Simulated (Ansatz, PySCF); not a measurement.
This Ansatz (a program for electronic structure) input computes a CCSD(T)/cc-pVDZ energy:

Ansatz 0.2 input:
```yaml
crystal:
  periodic: [false, false, false]
  atoms:
    - {symbol: F, position_ang: [1.62366939, -0.70877126, 0.00655208]}
    - {symbol: C, position_ang: [0.62960353, 0.19732856, -0.01250073]}
    - {symbol: C, position_ang: [-0.62960353, -0.19732856, 0.01250073]}
    - {symbol: F, position_ang: [-1.62366939, 0.70877126, -0.00655208]}
    - {symbol: H, position_ang: [0.96175387, 1.22502656, -0.04851780]}
    - {symbol: H, position_ang: [-0.96175387, -1.22502656, 0.04851780]}
basis:
  gaussian:
    orbitals: cc-pVDZ
magnetization: {spin_polarized: false}
correlation: {method: ccsd_t, electrons: outside_noble_gas}
```

Write an input for the same energy in PySCF and say what it gives.


```python
from pyscf import gto, scf, mp, cc as ccmod

mol = gto.M(
    atom='''
    F     1.62366939   -0.70877126    0.00655208
    C     0.62960353    0.19732856   -0.01250073
    C    -0.62960353   -0.19732856    0.01250073
    F    -1.62366939    0.70877126   -0.00655208
    H     0.96175387    1.22502656   -0.04851780
    H    -0.96175387   -1.22502656    0.04851780
    ''',
    basis='cc-pvdz',
    charge=0,
    spin=0,
    verbose=4,
)

mf = scf.RHF(mol)
mf.conv_tol = 1e-10
mf.max_cycle = 100
mf.kernel()
mp2 = mp.MP2(mf, frozen=4).run()
cc = ccmod.CCSD(mf, frozen=4)
cc.max_cycle = 100
cc.kernel()
et = cc.ccsd_t()
print(f'E(CCSD(T)) = {cc.e_tot + et:.9f}')
```
It gives -276.41020 Eh, and Ansatz -276.41019 Eh, a difference of 0.01 mEh.
